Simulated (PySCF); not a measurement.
**`C#CC#C[Si@@H](CCC)[SiH2]N`: 4 charge schemes on one density**

C₇H₁₃NSi₂.
Structure used (GFN2-xTB), in Å, numbered top down from 1:
```xyz
23
C7H13NSi2 angstrom
C     -1.5235   -2.5839    4.1242
C     -1.2216   -1.8322    3.2312
C     -0.8848   -0.9795    2.2294
C     -0.5664   -0.2139    1.3411
Si    -0.1991    0.9709   -0.0352
C      0.9327    0.0403   -1.2569
C      2.2309   -0.4409   -0.6207
C      3.1409   -1.1365   -1.6268
Si    -2.1567    1.6715   -1.0379
N     -3.0594    2.3985    0.2382
H     -1.7831   -3.2374    4.9018
H      0.6108    2.0246    0.6112
H      1.1712    0.6934   -2.1001
H      0.4052   -0.8197   -1.6756
H      2.7596    0.4118   -0.1887
H      1.9967   -1.1273    0.1961
H      2.6435   -2.0043   -2.0559
H      4.0599   -1.4695   -1.1488
H      3.4007   -0.4569   -2.4369
H     -2.8742    0.5896   -1.7444
H     -2.0051    2.7561   -2.0143
H     -3.9230    2.8684    0.0181
H     -3.1599    1.9040    1.1098
```

Density: PBE0/pcSseg-1 (PySCF); schemes: Mulliken, IAO, Hirshfeld and ESP-fitted. One conformer (not necessarily the lowest) at the GFN2-xTB geometry, without solvent, vibrations or thermal averaging.

Task: Give the atomic charges in each scheme.

Result: In e:

```json
{"atom": "C1", "environment": "terminal alkyne carbon", "Mulliken": "-0.445", "IAO": "-0.192", "Hirshfeld": "-0.072", "ESP-fitted": "-0.362"}
{"atom": "C2", "environment": "alkyne carbon", "Mulliken": "+0.220", "IAO": "-0.028", "Hirshfeld": "-0.036", "ESP-fitted": "+0.023"}
{"atom": "C3", "environment": "alkyne carbon", "Mulliken": "+0.209", "IAO": "-0.031", "Hirshfeld": "-0.033", "ESP-fitted": "+0.086"}
{"atom": "C4", "environment": "alkyne carbon", "Mulliken": "-0.384", "IAO": "-0.295", "Hirshfeld": "-0.125", "ESP-fitted": "-0.265"}
{"atom": "Si5", "environment": "SiH silicon", "Mulliken": "+0.494", "IAO": "+0.612", "Hirshfeld": "+0.292", "ESP-fitted": "+0.209"}
{"atom": "C6", "environment": "sp3 carbon bound to silicon", "Mulliken": "-0.543", "IAO": "-0.520", "Hirshfeld": "-0.155", "ESP-fitted": "-0.288"}
{"atom": "C7", "environment": "chain CH2 carbon", "Mulliken": "-0.292", "IAO": "-0.239", "Hirshfeld": "-0.065", "ESP-fitted": "+0.420"}
{"atom": "C8", "environment": "methyl carbon", "Mulliken": "-0.251", "IAO": "-0.414", "Hirshfeld": "-0.116", "ESP-fitted": "-0.460"}
{"atom": "Si9", "environment": "SiH2 silicon", "Mulliken": "+0.527", "IAO": "+0.623", "Hirshfeld": "+0.283", "ESP-fitted": "+0.547"}
{"atom": "N10", "environment": "silicon-bound nitrogen", "Mulliken": "-0.630", "IAO": "-0.840", "Hirshfeld": "-0.320", "ESP-fitted": "-1.004"}
{"atom": "H11", "environment": "alkyne hydrogen", "Mulliken": "+0.057", "IAO": "+0.212", "Hirshfeld": "+0.100", "ESP-fitted": "+0.303"}
{"atom": "H12", "environment": "Si–H hydrogen", "Mulliken": "-0.032", "IAO": "-0.098", "Hirshfeld": "-0.069", "ESP-fitted": "-0.046"}
{"atom": "H13", "environment": "methylene hydrogen", "Mulliken": "+0.138", "IAO": "+0.140", "Hirshfeld": "+0.037", "ESP-fitted": "+0.060"}
{"atom": "H14", "environment": "methylene hydrogen", "Mulliken": "+0.144", "IAO": "+0.143", "Hirshfeld": "+0.038", "ESP-fitted": "+0.074"}
{"atom": "H15", "environment": "methylene hydrogen", "Mulliken": "+0.127", "IAO": "+0.129", "Hirshfeld": "+0.036", "ESP-fitted": "-0.061"}
{"atom": "H16", "environment": "methylene hydrogen", "Mulliken": "+0.137", "IAO": "+0.136", "Hirshfeld": "+0.034", "ESP-fitted": "-0.056"}
{"atom": "H17", "environment": "methyl hydrogen", "Mulliken": "+0.108", "IAO": "+0.136", "Hirshfeld": "+0.039", "ESP-fitted": "+0.104"}
{"atom": "H18", "environment": "methyl hydrogen", "Mulliken": "+0.115", "IAO": "+0.141", "Hirshfeld": "+0.041", "ESP-fitted": "+0.097"}
{"atom": "H19", "environment": "methyl hydrogen", "Mulliken": "+0.106", "IAO": "+0.134", "Hirshfeld": "+0.038", "ESP-fitted": "+0.102"}
{"atom": "H20", "environment": "Si–H hydrogen", "Mulliken": "-0.106", "IAO": "-0.151", "Hirshfeld": "-0.094", "ESP-fitted": "-0.149"}
{"atom": "H21", "environment": "Si–H hydrogen", "Mulliken": "-0.090", "IAO": "-0.122", "Hirshfeld": "-0.082", "ESP-fitted": "-0.106"}
{"atom": "H22", "environment": "N–H hydrogen", "Mulliken": "+0.194", "IAO": "+0.261", "Hirshfeld": "+0.118", "ESP-fitted": "+0.398"}
{"atom": "H23", "environment": "N–H hydrogen", "Mulliken": "+0.200", "IAO": "+0.262", "Hirshfeld": "+0.112", "ESP-fitted": "+0.373"}
```

Mean size of the charges over all atoms: IAO 0.255 e, ESP-fitted 0.243 e, Mulliken 0.241 e, Hirshfeld 0.101 e. Each set sums to the total charge, 0, to within 0.001 e. The ESP scheme fits charges at the nuclei, held to the total charge, to the electrostatic potential on points at 1.4 to 2.0 times the van der Waals radii.

Lowest charge. All schemes agree: Mulliken N10 (-0.630); IAO N10 (-0.840); Hirshfeld N10 (-0.320); ESP-fitted N10 (-1.004).

Highest charge. The schemes don't all agree: Mulliken Si9 (+0.527); IAO Si9 (+0.623); Hirshfeld Si5 (+0.292); ESP-fitted Si9 (+0.547).

Task: Sum the charges by element, for elements with more than one atom.

Result: 
```tsv
element	atoms	Mulliken	IAO	Hirshfeld	ESP-fitted
C	7	-1.487	-1.719	-0.601	-0.846
Si	2	+1.021	+1.235	+0.575	+0.757
H	13	+1.096	+1.324	+0.347	+1.094
```

Task: How closely do the schemes follow one another over all atoms?

Result: Correlation coefficient and root-mean-square difference: IAO with Hirshfeld 0.98, 0.200 e; Mulliken with IAO 0.93, 0.120 e; Mulliken with Hirshfeld 0.89, 0.189 e; IAO with ESP-fitted 0.83, 0.194 e; Hirshfeld with ESP-fitted 0.82, 0.234 e; Mulliken with ESP-fitted 0.75, 0.222 e.

Task: How many electrons does the ESP-fitted scheme count on N10?

Result: Z − q = 7 − (-1.004) = 8.004.
